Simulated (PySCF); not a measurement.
# What binds NiO: the parts of the energy along the bond

State: ³Σ⁻, triplet, unpaired electrons π ↑↑. ROHF-based CCSD(T) in PySCF 2.14 with Ni aug-cc-pVDZ, O aug-cc-pVDZ and Ni aug-cc-pVTZ, O aug-cc-pVTZ (frozen core orbitals: 10; no relativity). Correlation energies are extrapolated as n⁻³ (n = 2, 3), Hartree–Fock as (n+1)·exp(−9√n). All energies in eV from Ni (3d8 4s2) + O.

```tsv
R (Å)	HF/CBS	CCSD corr.	(T)	total
1.4268	2.941	-5.160	-0.7763	-2.995
1.4917	2.115	-4.940	-0.8296	-3.655
1.5565	1.626	-4.741	-0.8978	-4.013
1.6214	1.389	-4.564	-0.9804	-4.155
1.6863	1.333	-4.403	-1.0729	-4.143
1.7673	1.428	-4.209	-1.1833	-3.965
1.8484	1.623	-4.011	-1.2564	-3.644
```

A fit to the total gives Re = 1.6470 Å, De = 4.167 eV, ωe = 839.7 cm⁻¹, Be = 0.4958 cm⁻¹ (masses 57.9353 and 15.9949 u).

**Question.** At R = 1.6214 Å the CCSD correlation energy is -0.575274 hartree in the smaller basis and -0.664352 in the larger. Extrapolate it.

**Answer.** (3³·E3 − 2³·E2)/(3³ − 2³) = -0.70186 hartree; the larger basis holds 94.7 % of it.

The T1 diagnostic is 0.126, large enough to doubt a single reference. The state was picked by a PBE0 search and need not be the measured ground state. Spin–orbit coupling, excitations beyond (T) and corrections to the Born–Oppenheimer picture are left out.
